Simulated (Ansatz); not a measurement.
The same molecule with X = O, S, Se. Ansatz, PBE0-D4/def2-TZVP geometries, multiplicity 1.

Scalar relativity is left out up to krypton.

| X | molecule | mean X–C bond length / Å | mean X–Si bond length / Å | zero-point energy (PBE0-D4/def2-TZVP) / kJ/mol | size of the dipole moment (PBE/def2-TZVPP) / D | HOMO energy (ωB97M-V/def2-TZVPP) / eV |
| --- | --- | --- | --- | --- | --- | --- |
| O | `CO[SiH3]` | 1.408 | 1.642 | 176.1 | 1.04 | -10.56 |
| Se | `C[Se][SiH3]` | 1.958 | 2.266 | 164.8 | 1.31 | -8.77 |

Give the row for X = S, `CS[SiH3]`. (An estimate is asked.)

Computed: 
```csv
X,molecule,mean X–C bond length / Å,mean X–Si bond length / Å,zero-point energy (PBE0-D4/def2-TZVP) / kJ/mol,size of the dipole moment (PBE/def2-TZVPP) / D,HOMO energy (ωB97M-V/def2-TZVPP) / eV
S,`CS[SiH3]`,1.816,2.124,167.6,1.38,-9.14
```

From O to Se the mean X–C bond length rises at each step, by 0.550 Å in all; the mean X–Si bond length rises at each step, by 0.624 Å in all; the zero-point energy (PBE0-D4/def2-TZVP) falls at each step, by 11.3 kJ/mol in all; the HOMO energy (ωB97M-V/def2-TZVPP) rises at each step, by 1.79 eV in all. Bonds lengthen as the atom grows down the group. Dipoles are sizes alone, and their direction can turn along the series.

Spin–orbit coupling is left out; it splits and shifts lone-pair levels of the heavy atoms by tenths of an eV.
